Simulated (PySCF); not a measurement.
# A search over the determinants of BeH

Unrestricted PBE0; Be pcseg-1, H pcseg-1; no relativity (PySCF 2.14). Outer shells of the fragments: Be 2s2; H 1s1.

Followed along the bond (rough minima from three points):

| 2Ms+1 | unpaired | ⟨S²⟩ at the start | R at minimum (Å) | Te (eV) |
| --- | --- | --- | --- | --- |
| 2 | σ ↑ | 0.75 | 1.35 | 0.00 |
| 4 | σ ↑↑, π ↑ | 3.75 | none in the scan | ≤ 5.48 |

Solutions found at the starting distance of 1.280 Å, counted from the lowest of them; the search is not exhaustive and high or unbound solutions are not listed, so other states can lie among these:

| 2Ms+1 | unpaired | term | E (eV) | ⟨S²⟩ | ⟨Lz²⟩ | μ (D) |
| --- | --- | --- | --- | --- | --- | --- |
| 2 | σ ↑ | ²Σ⁺ | 0.00 | 0.75 | 0.00 | -0.14 |
| 2 | π ↑ | ²Π | 2.37 | 0.78 | 1.00 | -2.72 |
| 4 | σ ↑↑, π ↑ | ⁴Π | 6.09 | 3.75 | 1.00 | 3.26 |
| 4 | σ ↑, π ↑↑ | ⁴Σ⁻ | 8.09 | 3.75 | 0.00 | 0.89 |

A term symbol is given only where ⟨S²⟩ and ⟨Lz²⟩ are close to those of a pure state; real π, δ and φ orbitals otherwise mix terms. A positive dipole means Be(−)H(+).

Counting both spins, an empty level lies below a filled one in some of these solutions, because spin and occupation are held.
